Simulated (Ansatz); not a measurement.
Computed with Ansatz on PBE0-D4/def2-TZVP structures; ΔE is electronic, products minus reactants. CBS: MP2 limit from def2 TZ/QZ plus the TZ coupled-cluster correction, frozen cores. This one scheme is used for every species, atoms too. For atomizations the MP2-based limit and the directly extrapolated one differ by several kJ/mol either way, and by 10 to 25 for some Ge, Se and Sn compounds, so smaller differences from it don't rank the levels. DFT in def2-TZVPP. HSE06 is defined as in plane-wave codes. No spin–orbit coupling; open shells (•) take unrestricted orbitals. Spin–orbit coupling would lower the free atoms: a little for C, O, Si.

Consider the atomization: `[SiH3][SiH]1C[SiH2]O1` → C• + 8 H• + O• + 3 Si•.

| level | ΔE (kJ/mol) |
| --- | --- |
| revPBE-D4 | 4416.7 |
| BLYP-D4 | 4447.2 |
| r2SCAN0-D4 | 4464.7 |
| HSE06-D4 | 4467.9 |
| B2PLYP | 4437.1 |
| PBE0 | 4437.1 |
| HF/def2-SVP | 3326.4 |
| HF/def2-QZVPP | 3392.2 |

(1) What does CCSD(T)/CBS give? (An estimate is asked.)

(2) What do rigid-rotor, harmonic-oscillator terms from PBE0-D4/def2-TZVP frequencies (298.15 K, 1 bar) make of the CCSD(T)/CBS value? (Best estimate.)

Largest T1 diagnostic among the species: 0.013.

Answers

(1) Computed: +4513.8 kJ/mol. The listed levels differ from it by -97.1, -66.6, -49.1, -45.9, -76.7, -76.7, -1187.4, -1121.6 kJ/mol.

(2) Ansatz gave: ΔZPE = -216.5 kJ/mol, ΔH = +4354.2 kJ/mol, ΔS = 1376 J/(mol·K), ΔG = +3943.9 kJ/mol. Open shells count their whole term as degenerate.

From PBE to PBE0 (25 % exact exchange), in def2-TZVPP and without D4, ΔE moves by −26.0 kJ/mol: exact exchange takes away binding that semilocal exchange gives to molecules. At CCSD(T), def2-SVP lies −334.8 kJ/mol from the extrapolated value and def2-TZVPP −122.6 kJ/mol: correlation converges slowly with the basis, and small sets miss more of it in the bonded molecule than in its fragments. Leaving LDA and LC-ωPBE aside and taking each functional with its dispersion term where it has one, the values, not all of them listed here, spread over 122.5 kJ/mol, from revPBE-D4 to ωB97X-V. LDA lies +562.5 kJ/mol from PBE without D4, its usual overbinding.
